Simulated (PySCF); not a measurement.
F₂Sr, charge -1, doublet, geometry from GFN2-xTB (such geometries of metal compounds can be far from the true shape) (a state made from the parent by changing its charge; the spin is typed, not shown lowest) (core potentials on Sr) (in this run its highest filled SCF level lies above zero, so its values depend strongly on the basis, on diffuse functions most of all), with bond 3-1 at 2.0 times its length. Base run: B3LYP/def2-SV(P) run with PySCF.

Input for PySCF:
```python
from pyscf import gto, scf, dft

mol = gto.Mole()
mol.atom = '''
    Sr   -0.07458081   -0.01717285   -0.00668094
    F    -0.06832655    1.51030383   -1.25445591
    F     0.84102739   -2.85841961    2.57200956
'''
mol.basis = 'def2-sv(p)'
mol.ecp = {'Sr': 'def2-sv(p)'}
mol.charge = -1
mol.spin = 1
mol.verbose = 4
mol.build()

mf = dft.UKS(mol)
mf.xc = 'b3lyp'
mf.kernel()
mf.analyze()
```

Each row names what was changed in the base input (with any setting that the change needs).

| change | ΔE vs base (µEh) | SCF cycles | <S^2> | outcome |
|---|---|---|---|---|
| base | 0.0 | 15 | 0.754 | converged |
| diis_space = 2 | - | 50 | - | not converged |
| init_guess = atom | 0.0 | 15 | 0.754 | converged |
| level_shift = 0.5 (with mf.max_cycle = 100) | 0.0 | 74 | 0.754 | converged |
| level_shift = 0.1 (with mf.max_cycle = 100) | 0.0 | 27 | 0.754 | converged |
| solver = newton | 0.0 | - | 0.754 | converged |
| conv_tol = 1e-7 | 0.0 | 14 | 0.754 | converged |
| diis_space = 20 | 0.0 | 15 | 0.754 | converged |
| init_guess = vsap | - | - | - | input refused |
| diis_space = 12 | 0.0 | 15 | 0.754 | converged |
| conv_tol_grad = 1e-3 | 0.0 | 15 | 0.754 | converged |
| init_guess = mod_huckel | 0.0 | 39 | 0.754 | converged |
| diis_space = 4 | 0.0 | 17 | 0.754 | converged |

Open shells are given as the SCF converged; they aren't shown to be the lowest states, and a large step between rows can be another state.

- init_guess = vsap: ended with `AssertionError: ECP or PP not supported`
